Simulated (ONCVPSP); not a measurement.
# Ranking ONCV potentials for zirconium (Zr)

All share these settings but for the change named:

| Item | Value |
| --- | --- |
| Element | Zr (Z = 40) |
| Generator | ONCVPSP 4.0.1 |
| Type | optimised norm-conserving Vanderbilt (ONCV) |
| Functional | LDA (Perdew-Zunger) |
| Relativity | scalar-relativistic |
| Frozen core | [Ar] 3d10 |
| Valence charge | 12 |
| Reference configuration | 4s2 4p6 4d2 (charge +2) |
| Partial waves | 4s: rc 2.05 bohr, ncon 4, nbas 7, qcut 6.4 1/bohr, 3 projectors, debl 2.1 Ha; 4p: rc 2.20 bohr, ncon 4, nbas 9, qcut 5 1/bohr, 2 projectors, debl 0.4 Ha; 4d: rc 2.80 bohr, ncon 3, nbas 7, qcut 6.6 1/bohr, 1 projector |
| Local potential | polynomial inside 1.35 bohr (lpopt 5, dvloc0 2 Ha) |
| Core correction | Teter function, fcfact 5.5, rcfact 1.7 |

In the s channel the program set the typed energies aside and used -2.540, 0.050, 2.150 Ha. In the p channel the program set the typed energies aside and used -1.729, 0.250 Ha.

Test errors are all-electron minus pseudo excitation energies from the reference, over 4s2 4p6 4d2 5s2; 4s2 4p6 4d2 5s1; 4s2 4p6 4d1; 4s2 4p6 4d1 5s2. None of these files shows a bound ghost.

The base gives 14.3 meV.

Of 7 variants that were run, those that failed, showed a ghost or another fault, or gave nearly equal values are left out.

A variant can come out equal or close to the base, since the largest error may sit in a test that the change hardly touches while other tests move.

(1) Rank these variants by their largest absolute test error, smallest first.
A. core correction Teter function, fcfact 7.8, rcfact 1.7
B. core correction Teter function, fcfact 2.4, rcfact 1.7
C. core correction Teter function, fcfact 3.8, rcfact 1.7
D. core correction Teter function, fcfact 6.5, rcfact 1.7

Answers

(1) A (11.6 meV), D (13.1 meV), C (16.6 meV), B (18.7 meV).
